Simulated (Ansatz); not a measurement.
**Energy profile**

The step: BHSF₂ ([F][B]([F])[SH]) + HBr → BBrF₂ ([F][B]([F])[Br]) + H₂S; bonds formed: B1–Br6, S2–H5; bonds broken: B1–S2, H5–Br6 (atoms numbered as in the saddle structure below).

```
7
angstrom
B -0.6272 -0.1994 -0.4254
S 1.2543 0.3026 -0.6356
F -0.9310 -1.3236 -1.0524
F -1.4877 0.8052 -0.3951
H 1.0031 -0.2995 0.8649
Br -0.2873 -0.8440 1.8357
H 1.0758 1.5587 -0.1920
```

Electronic energies by CCSD(T) at an estimated basis limit (MP2 extrapolated from triple and quadruple zeta, plus CCSD(T) − MP2 in triple zeta), on PBE0-D4/def2-TZVP structures; BH2SBrF2, closed shell; no counterpoise correction. Program: Ansatz 0.2.0. Basis: def2-TZVPP and def2-QZVPP. Cores are frozen in the correlated methods. Filled d shells of the heavier atoms are correlated. The def2 sets are not built for correlating such inner shells, so the correlated values are less sure here. Extrapolation: Hartree–Fock as exp(−7.88 √X), correlation as X^−2.97.

Problem. Give the profile in eV, counted from the separated reactants. (An estimate is asked for; the value comes from the calculation.)

Solution. Computed:
```
                                                                                             point      eV
separated: BHSF2 (linked as [F][B]([F])[SH]; B1, S2, F3, F4, H7; singlet) + HBr (H5, Br6; singlet)   0.000
                                                                                   start structure  -0.077
                                                                                            saddle   0.833
                                                                                     end structure  -0.179
separated: BBrF2 (linked as [F][B]([F])[Br]; B1, F3, F4, Br6; singlet) + H2S (S2, H5, H7; singlet)  -0.048
```

T1 diagnostic: at most 0.013.

For scale, one of the runs: CCSD(T)/def2-TZVPP, 211 basis functions (an equivalent command: `ansatz run in.yaml --threads 4`). Hardware: 4 CPU threads, shared host. Wall time 2.4 min; peak host memory 3.2 GiB.
